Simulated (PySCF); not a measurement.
Ligands exchanged one at a time, Sn F-NH2. Gas-phase values, no solvent. One relaxed conformer stands for each flexible species; it need not be the lowest. Strings in code marks are SMILES.

All values below come from PBE-D3(BJ)/def2-TZVP // CAM-B3LYP-D3(BJ)/def2-TZVP in PySCF 2.14.0. 

```tsv
species	LUMO (eV)	HOMO (eV)
0 of 4 F replaced by NH2 (`[F][Sn]([F])([F])[F]`)	-4.61	-10.25
2 of 4 F replaced by NH2	-2.40	-6.72
4 of 4 F replaced by NH2 (`[Sn]([NH2])([NH2])([NH2])[NH2]`)	-1.13	-5.61
```
